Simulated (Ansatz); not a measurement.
Ansatz (a quantum-chemistry and plane-wave program) input:

Ansatz 0.2 input:
```yaml
crystal:
  periodic: [false, false, false]
  atoms:
    - {symbol: Te, position_ang: [0.22297457, 1.94706076, -1.63045109]}
    - {symbol: Ge, position_ang: [0.03604019, -0.07647919, -0.13842960]}
    - {symbol: Te, position_ang: [-1.04173825, 1.31802590, 1.81672467]}
    - {symbol: Te, position_ang: [-1.39741609, -2.10404431, -0.85870973]}
    - {symbol: Te, position_ang: [2.23527424, -1.12044608, 0.75528893]}
    - {symbol: H, position_ang: [-2.51094847, 1.37232936, 1.03887890]}
    - {symbol: H, position_ang: [-2.75318004, -1.15059720, -0.99930210]}
    - {symbol: H, position_ang: [3.11793065, 0.11459618, 0.08182515]}
basis:
  gaussian:
    orbitals: def2-SVP
magnetization: {spin_polarized: true, initial_magnetization: 1}
correlation: {method: ccsd_t, electrons: outside_noble_gas}
```

Q: Predict the final energy.

A: -3145.45778 Eh (CCSD(T)/def2-SVP). The basis has 151 functions.

It need not be the lowest isomer of its formula.
